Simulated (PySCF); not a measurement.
C7H9O2 (doublet state).
Structure used (GFN2-xTB), in Å, numbered top down from 1:
```xyz
18
C7H9O2 angstrom
C      1.073    0.818   -1.610
C      1.164    0.229   -0.470
C      2.315    0.360    0.486
C      0.037   -0.680    0.104
C     -0.973   -1.152   -0.934
O     -1.876   -0.076   -1.110
C     -2.035    0.556    0.139
C     -0.794    0.245    0.957
O     -0.525    0.676    2.048
H      0.441    0.968   -2.449
H      2.817   -0.600    0.601
H      1.939    0.672    1.459
H      3.029    1.094    0.126
H      0.504   -1.484    0.671
H     -0.535   -1.380   -1.906
H     -1.508   -2.038   -0.559
H     -2.165    1.629   -0.014
H     -2.916    0.168    0.674
```

The hyperfine couplings belong to this conformer and change with its torsions.

As a line formula: `[H]/[C]=C(/C)[C@@H]1COCC1=O` [radical].

Method used: PySCF 2.14.0, UKS B3LYP, pcH-1 on C H O, non-relativistic, mean-field spin-orbit, GIAO. One conformer (not necessarily the lowest) at the GFN2-xTB geometry, without solvent, vibrations or thermal averaging. Couplings are sensitive to structure, and on GFN2-xTB geometries they can be far from those on DFT ones. Stability of the SCF solution: not tested.

Mulliken spin populations: C1 +1.032, C2 -0.171, C3 +0.044, C4 +0.089, C5 0.000, O6 +0.002, C7 -0.002, C8 -0.005, O9 +0.012, H10 0.000, H11 -0.003, H12 -0.002, H13 +0.002, H14 -0.002, H15 +0.002, H16 0.000, H17 +0.002, H18 +0.001.

Problem. What dipolar couplings does the calculation give for H11, H12, H13, H14, H15, H16, H17, H18?

Solution. 
```
atom         position  distance from C1 (Å)  T1 (MHz)     T2    T3
 H11  3 bonds from C1                  3.15     -3.11  -1.99  5.09
 H12  3 bonds from C1                  3.19     -2.96  -1.80  4.75
 H13  3 bonds from C1                  2.63     -6.26  -2.23  8.49
 H14  3 bonds from C1                  3.29     -4.68  -0.83  5.51
 H15  4 bonds from C1                  2.74     -3.61  -2.76  6.37
 H16  4 bonds from C1                  3.99     -1.49  -0.85  2.35
 H17  5 bonds from C1                  3.70     -1.30  -1.21  2.50
 H18  5 bonds from C1                  4.64     -0.74  -0.71  1.46
```

Problem. Estimate them with point dipoles: put each population ρk at its nucleus, leave out the nucleus itself and the atom bound to it, and sum T = Σ [ρk/(2S)]·C·(3 n nᵀ − 1)/r³ with C = μ0 gₑ μB g_N μN/(4π h) = 79.06 MHz Å³.

Solution. 
```json
{"atom": "H11", "T1 (MHz)": "-1.76", "T2": "-1.29", "T3": "3.05", "T3, computed": "5.09", "difference in T3 (%)": "-40"}
{"atom": "H12", "T1 (MHz)": "-1.73", "T2": "-0.99", "T3": "2.72", "T3, computed": "4.75", "difference in T3 (%)": "-43"}
{"atom": "H13", "T1 (MHz)": "-4.26", "T2": "-3.25", "T3": "7.51", "T3, computed": "8.49", "difference in T3 (%)": "-11"}
{"atom": "H14", "T1 (MHz)": "-1.20", "T2": "-1.10", "T3": "2.30", "T3, computed": "5.51", "difference in T3 (%)": "-58"}
{"atom": "H15", "T1 (MHz)": "-4.02", "T2": "-2.90", "T3": "6.92", "T3, computed": "6.37", "difference in T3 (%)": "+9"}
{"atom": "H16", "T1 (MHz)": "-1.70", "T2": "-1.25", "T3": "2.95", "T3, computed": "2.35", "difference in T3 (%)": "+26"}
{"atom": "H17", "T1 (MHz)": "-1.55", "T2": "-1.37", "T3": "2.91", "T3, computed": "2.50", "difference in T3 (%)": "+16"}
{"atom": "H18", "T1 (MHz)": "-0.86", "T2": "-0.77", "T3": "1.63", "T3, computed": "1.46", "difference in T3 (%)": "+12"}
```

In T3 the estimate is closest for H15 (+9 %, 2.74 Å from C1) and worst for H14 (-58 %, 3.29 Å).

Problem. If all the spin sat on C1, T∥ = 2C/r³. What distance does the computed T3 of H15 then imply?

Solution. r = (2 × 79.06/6.37)^(1/3) = 2.92 Å, against 2.74 Å in the structure.
